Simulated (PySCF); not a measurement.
N2O, charge -1, doublet, at a GFN2-xTB geometry (a state made from the parent by changing its charge; the spin is typed, not shown lowest) (in this run its highest filled SCF level lies above zero, so its values depend strongly on the basis, on diffuse functions most of all); B3LYP/6-31G (PySCF).

PySCF was given this input:
```python
from pyscf import gto, scf, dft

mol = gto.Mole()
mol.atom = '''
    N    -1.180458    0.149650   -0.080204
    N    -0.088954   -0.306126    0.078258
    O     1.110735    0.136916    0.001703
'''
mol.basis = '6-31g'
mol.charge = -1
mol.spin = 1
mol.verbose = 4
mol.build()

mf = dft.UKS(mol)
mf.xc = 'b3lyp'
mf = mf.newton()
mf.kernel()
mf.analyze()
```

Output, abridged:

```
PySCF version 2.14.0

[INPUT] verbose = 4
[INPUT] num. atoms = 3
[INPUT] num. electrons = 23
[INPUT] charge = -1
[INPUT] spin (= nelec alpha-beta = 2S) = 1
[INPUT] symmetry False subgroup None
[INPUT] Mole.unit = angstrom
[INPUT] Symbol           X                Y                Z      unit          X                Y                Z       unit  Magmom
[INPUT]  1 N     -1.180458000000   0.149650000000  -0.080204000000 AA   -2.230742321552   0.282797514541  -0.151563594095 Bohr   0.0
[INPUT]  2 N     -0.088954000000  -0.306126000000   0.078258000000 AA   -0.168098697685  -0.578494299609   0.147886187056 Bohr   0.0
[INPUT]  3 O      1.110735000000   0.136916000000   0.001703000000 AA    2.098984946969   0.258733742071   0.003218203590 Bohr   0.0

nuclear repulsion = 57.7831394269637
number of shells = 15
number of NR pGTOs = 66
number of NR cGTOs = 27
basis = 6-31g
ecp = {}

******** <class 'pyscf.soscf.newton_ah.SecondOrderUKS'> ********
method = SecondOrderUKS
initial guess = minao
damping factor = 0
level_shift factor = 0
DIIS = <class 'pyscf.scf.diis.CDIIS'>
diis_start_cycle = 1
diis_space = 8
diis_damp = 0
SCF conv_tol = 1e-09
SCF conv_tol_grad = None
SCF max_cycles = 50
direct_scf = True
direct_scf_tol = 1e-13
number electrons alpha = 12  beta = 11
XC library pyscf.dft.libxc version 7.1.2
    S. Lehtola, C. Steigemann, M. J. T. Oliveira, and M. A. L. Marques,  SoftwareX 7, 1–5 (2018)
XC functionals = b3lyp
    P. J. Stephens, F. J. Devlin, C. F. Chabalowski, and M. J. Frisch,  J. Phys. Chem. 98, 11623 (1994)
radial grids:
    Treutler-Ahlrichs [JCP 102, 346 (1995); DOI:10.1063/1.469408] (M4) radial grids

becke partition: Becke, JCP 88, 2547 (1988); DOI:10.1063/1.454033
pruning grids: <function nwchem_prune>
grids dens level: 3
symmetrized grids: False
atomic radii adjust function: <function treutler_atomic_radii_adjust>
small_rho_cutoff = 0
******** <class 'pyscf.dft.uks.UKS'> Newton solver flags ********
SCF tol = 1e-09
conv_tol_grad = None
max. SCF cycles = 50
direct_scf = True
direct_scf_tol = 1e-13
max_cycle_inner = 12
max_stepsize = 0.05
ah_start_tol = 1e+09
ah_level_shift = 0
ah_conv_tol = 1e-12
ah_lindep = 1e-14
ah_start_cycle = 1
ah_max_cycle = 40
ah_grad_trust_region = 2.5
kf_interval = 4
kf_trust_region = 5
canonicalization = True
Set conv_tol_grad to 3.16228e-05
tot grids = 41888

Initial guess E= -184.428362221069  |g|= 0.580236
macro= 0  E= -184.546549662468  delta_E= -0.118187  |g|= 0.06041  3 KF 11 JK
macro= 1  E= -184.56233160013  delta_E= -0.0157819  |g|= 0.0799153  2 KF 7 JK
macro= 2  E= -184.563157269381  delta_E= -0.000825669  |g|= 0.000208509  3 KF 12 JK
macro= 3  E= -184.56315726981  delta_E= -4.29708e-10  |g|= 1.48438e-05  1 KF 4 JK
Canonicalize SCF orbitals
macro X = 4  E=-184.56315726981  |g|= 1.48438e-05  total 10 KF 39 JK
converged SCF energy = -184.56315726981  <S^2> = 0.75372297  2S+1 = 2.0037195
**** SCF Summaries ****
Total Energy =                        -184.563157269810347
Nuclear Repulsion Energy =              57.783139426963665
One-electron Energy =                 -372.835225827769818
Two-electron Energy =                  130.488929130995814
Two-electron Coulomb Energy =          153.104647166189665
DFT Exchange-Correlation Energy =      -22.615718035193854
**** MO energy ****
                             alpha | beta                alpha | beta
MO #1   energy= -18.8689865041677  | -18.863266325572   occ= 1 | 1
MO #2   energy= -14.1764723429564  | -14.1693509294329  occ= 1 | 1
MO #3   energy= -14.0774028476769  | -14.066428277539   occ= 1 | 1
MO #4   energy= -0.865261187741697 | -0.849517960846039 occ= 1 | 1
MO #5   energy= -0.695471032500249 | -0.675581712584272 occ= 1 | 1
MO #6   energy= -0.277974324031787 | -0.249087187300866 occ= 1 | 1
MO #7   energy= -0.201504816634387 | -0.185794095161618 occ= 1 | 1
MO #8   energy= -0.194935300770055 | -0.163686853264895 occ= 1 | 1
MO #9   energy= -0.149543355225245 | -0.124976752933562 occ= 1 | 1
MO #10  energy= 0.000367885211201069 | 0.0117898174504469 occ= 1 | 1
MO #11  energy= 0.00408360952153228 | 0.0329536723250638 occ= 1 | 1
MO #12  energy= 0.0979538764997437 | 0.227639261610143  occ= 1 | 0
MO #13  energy= 0.268096683392053  | 0.281699835245883  occ= 0 | 0
MO #14  energy= 0.510255264007519  | 0.52689871922932   occ= 0 | 0
MO #15  energy= 0.68503651676307   | 0.701532057358828  occ= 0 | 0
MO #16  energy= 0.913622292856166  | 0.920336209880321  occ= 0 | 0
MO #17  energy= 0.918694234987133  | 0.949202764775346  occ= 0 | 0
MO #18  energy= 0.956128197662634  | 0.965931201083251  occ= 0 | 0
MO #19  energy= 0.976752560889083  | 1.00166638658033   occ= 0 | 0
MO #20  energy= 1.03248184155605   | 1.04079528587869   occ= 0 | 0

To work with the spin densities directly, `use mulliken_meta_spin()` only printing them here.

 ** Mulliken spin pop alpha/beta on meta-lowdin orthogonal AOs **
 ** Mulliken Spin Density (per AO)  **
spin_pop of  0 N 1s       -0.00000
spin_pop of  0 N 2s        0.00763
spin_pop of  0 N 3s        0.00151
spin_pop of  0 N 2px       0.01797
spin_pop of  0 N 2py       0.44898
spin_pop of  0 N 2pz       0.04266
spin_pop of  0 N 3px       0.00237
spin_pop of  0 N 3py       0.00529
spin_pop of  0 N 3pz       0.00014
spin_pop of  1 N 1s       -0.00000
spin_pop of  1 N 2s        0.09850
spin_pop of  1 N 3s        0.01142
spin_pop of  1 N 2px      -0.01144
spin_pop of  1 N 2py       0.19556
spin_pop of  1 N 2pz       0.01268
spin_pop of  1 N 3px       0.00015
spin_pop of  1 N 3py       0.00040
spin_pop of  1 N 3pz       0.00003
spin_pop of  2 O 1s       -0.00000
spin_pop of  2 O 2s        0.00099
spin_pop of  2 O 3s        0.00004
spin_pop of  2 O 2px       0.01819
spin_pop of  2 O 2py       0.14747
spin_pop of  2 O 2pz      -0.00145
spin_pop of  2 O 3px      -0.00006
spin_pop of  2 O 3py       0.00106
spin_pop of  2 O 3pz      -0.00009
 ** Mulliken Spin Density (per atom)  **
spin density of  0 N =      0.52654
spin density of  1 N =      0.30731
spin density of  2 O =      0.16615
 ** Mulliken pop alpha/beta on meta-lowdin orthogonal AOs **
 ** Mulliken pop       alpha | beta **
pop of  0 N 1s        0.99996 | 0.99996
pop of  0 N 2s        0.84281 | 0.83518
pop of  0 N 3s        0.01277 | 0.01126
pop of  0 N 2px       0.65082 | 0.63285
pop of  0 N 2py       0.88809 | 0.43911
pop of  0 N 2pz       0.60067 | 0.55801
pop of  0 N 3px       0.00589 | 0.00351
pop of  0 N 3py       0.00723 | 0.00194
pop of  0 N 3pz       0.00274 | 0.00260
pop of  1 N 1s        0.99996 | 0.99996
pop of  1 N 2s        0.70318 | 0.60468
pop of  1 N 3s        0.01652 | 0.00510
pop of  1 N 2px       0.49390 | 0.50533
pop of  1 N 2py       0.78836 | 0.59280
pop of  1 N 2pz       0.58932 | 0.57664
pop of  1 N 3px       0.01265 | 0.01250
pop of  1 N 3py       0.00132 | 0.00092
pop of  1 N 3pz       0.00017 | 0.00013
pop of  2 O 1s        0.99998 | 0.99998
pop of  2 O 2s        0.90599 | 0.90500
pop of  2 O 3s        0.00543 | 0.00539
pop of  2 O 2px       0.66177 | 0.64358
pop of  2 O 2py       0.95280 | 0.80533
pop of  2 O 2pz       0.85091 | 0.85236
pop of  2 O 3px       0.00212 | 0.00218
pop of  2 O 3py       0.00290 | 0.00184
pop of  2 O 3pz       0.00176 | 0.00184
In total            12.00000 | 11.00000
 ** Mulliken atomic charges   ( Nelec_alpha | Nelec_beta ) **
charge of  0N =     -0.49540  (     4.01097      3.48443 )
charge of  1N =      0.09655  (     3.60538      3.29807 )
charge of  2O =     -0.60115  (     4.38365      4.21750 )

WARN: System has nonzero charge -1; the dipole moment is origin-dependent.
Location of origin: [0. 0. 0.]

Dipole moment(X, Y, Z, Debye):  0.28377, -0.27862,  0.08373
```
